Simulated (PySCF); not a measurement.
Si(F)3(NCO) (CF3NOSi), SMILES O=C=N[Si](F)(F)F.

The structure is a stationary point at r2SCAN-D4/def2-SVP. Other conformers were not sampled.

Level of theory: TDA-PBE/def2-SVPD in PySCF.

Vertical excitations; the highest root listed may be one member of a degenerate set.  State labels are in the subgroup Cs.

Computed lowest excited states:
```
state  symmetry  energy (eV)  λ (nm)      f                                 main pairs
-----  --------  -----------  ------  -----  -----------------------------------------
S1           A"         7.24     171  0.000         HOMO−1→LUMO 50 %, HOMO→LUMO+1 50 %
S2           A"         7.43     167  0.000  HOMO→LUMO+1, HOMO−1→LUMO (degenerate set)
S3           A'         7.43     167  0.000  HOMO−1→LUMO+1, HOMO→LUMO (degenerate set)
S4           A"         7.56     164  0.006             HOMO−1→LUMO+2 (degenerate set)
S5           A'         7.56     164  0.006               HOMO→LUMO+2 (degenerate set)
S6           A'         8.62     144  0.000               HOMO→LUMO+3 (degenerate set)
S7           A"         8.62     144  0.000             HOMO−1→LUMO+3 (degenerate set)
S8           A"         9.28     134  0.004               HOMO−2→LUMO (degenerate set)
S9           A'         9.28     134  0.004             HOMO−2→LUMO+1 (degenerate set)
S10          A"         9.49     131  0.000                         HOMO−2→LUMO+2 99 %
T1           A'         6.54     190      0         HOMO−1→LUMO+1 49 %, HOMO→LUMO 49 %
T2           A"         6.80     182      0  HOMO→LUMO+1, HOMO−1→LUMO (degenerate set)
T3           A'         6.80     182      0  HOMO→LUMO, HOMO−1→LUMO+1 (degenerate set)
T4           A"         7.24     171      0         HOMO−1→LUMO 50 %, HOMO→LUMO+1 50 %
```
Triplets are in the Tamm–Dancoff approximation.
